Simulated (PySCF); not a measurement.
**TcO₂⁺: breathing scan**

Method: UPBE0/[Tc def2-TZVP with ECP28, O def2-TZVP], scalar-relativistic core potentials, density fitting, no spin–orbit coupling, PySCF.

Rigid scan from the triplet minimum (Tc–O 1.635 Å (×2); O–Tc–O 118.2°). Coordinate: all bonds to the central atom scaled together. Energies in kJ/mol from the minimum.

Question: Predict the curve at 0.88, 0.92, 0.96, 1.00, 1.04, 1.08, 1.14, 1.22, 1.35.

Answer: 
| scale of all bonds to the centre | E (kJ/mol) | dipole size (D, about the centre of mass) | ⟨S²⟩ |
| --- | --- | --- | --- |
| 0.88 | 354.6 | 3.31 | 2.00 |
| 0.92 | 139.4 | 3.57 | 2.00 |
| 0.96 | 30.9 | 3.79 | 2.00 |
| 1.00 | 0.0 | 3.95 | 2.01 |
| 1.04 | 24.4 | 4.08 | 2.01 |
| 1.08 | 86.8 | 4.18 | 2.01 |
| 1.14 | 222.7 | 4.28 | 2.13 |
| 1.22 | 446.2 | 4.26 | 2.16 |
| 1.35 | 731.7 | 3.35 | 3.42 |

Spin contamination is strong at 1.35, so these points are less reliable.

Other spin states or occupations of the open shell can lie lower.

The scan took 23 s on 2 threads of a shared Arm Neoverse V2 host; the process peaked at 0.86 GiB. Launch command: `OMP_NUM_THREADS=2 python axn.py task.json out`.
